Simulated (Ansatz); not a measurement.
The same path of F2Ge2H4 + H2O (11 atoms, charge 0, multiplicity 1) was run twice with different band settings. Lost on the way: Ge1–F2, O9–H11. Made: Ge1–O9, F2–H11.

Method: Ansatz, RKS PBE0-D4/def2-SVP.

Relaxed end points:

```xyz
11
Properties=species:S:1:pos:R:3
Ge -0.129 -0.063 -0.047
F -0.182 -0.138 1.712
H 1.304 -0.436 -0.461
Ge -1.279 1.905 -0.840
H -2.477 1.484 -1.708
H -1.766 2.701 0.378
H -0.300 2.744 -1.673
F -1.076 -1.472 -0.452
O 1.172 2.046 1.058
H 2.125 1.909 1.086
H 0.838 1.582 1.842
```

```xyz
11
Properties=species:S:1:pos:R:3
Ge 0.609 0.499 -0.438
F -1.095 1.337 2.081
H 1.829 0.469 -1.380
Ge -1.285 1.942 -0.865
H -2.556 1.273 -0.344
H -1.007 3.299 -0.208
H -1.366 2.127 -2.395
F 0.130 -1.173 -0.297
O 1.219 0.927 1.207
H 1.910 0.347 1.550
H -0.158 1.215 1.986
```

Common settings: climbing image yes; spring 5.0 eV/Å²; optimiser quadratic models (default); start path through a guess of the saddle point; force threshold 0.03 eV/Å; iteration limit 60; end points relaxed.

| run | movable images |
| --- | --- |
| 1 | 9 |
| 2 | 3 |

Question: What does each run give, and how far can it be trusted?

Answer: Run 1: converged after 27 iterations, highest image 0.977 eV above the first end. A vibrational analysis at the climbing image gives one clearly imaginary mode, 400i cm⁻¹: a first-order saddle point.
Run 2: converged after 25 iterations, highest image 0.977 eV above the first end. Another band between the same ends (9 images) ends at a top of the same energy, where a vibrational analysis finds 1 clearly imaginary mode. So few images can step over the top or miss a turn of the path.
The orbitals stay closed-shell, which can raise the energy where a bond breaks towards radicals; this wasn't checked here.
